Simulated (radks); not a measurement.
The numbers below are computed, except where a source is named.
Ionisation of the iodine ion I2+, [Kr] 4d10 5s2 5p3, to [Kr] 4d10 5s2 5p2 as the strength of local exchange is varied. Code: a radial shooting solver on a logarithmic mesh with Libxc functionals. Model: scalar-relativistic Kohn-Sham, Slater X-alpha exchange (alpha = 2/3 is LDA exchange), no correlation, spin-unpolarised, spherical densities, point nucleus.

alpha	E(I2+) (hartree)	exchange (hartree)	IE (eV)	-e of the level emptied (eV)	<r> of it (bohr)
0.661	-7103.01743	-168.01108	28.190	23.330 (5p)	2.222
0.667	-7104.54658	-169.57023	28.269	23.406 (5p)	2.219
0.828	-7145.69349	-211.63582	30.423	25.473 (5p)	2.157
1.023	-7195.82633	-263.17420	33.136	28.090 (5p)	2.088
1.024	-7196.08426	-263.44017	33.150	28.103 (5p)	2.088

NIST Atomic Spectra Database: 29.57 eV (measured). The Delta-SCF value meets it near alpha = 0.76. Spin polarisation and multiplet splitting are left out, so open shells lie too high by an amount that depends on their filling. Spin-orbit splitting is averaged out at the scalar-relativistic level.

Beside tabulated values, note that spin-unpolarised runs miss the spin-polarisation part of the exchange energy of open shells.
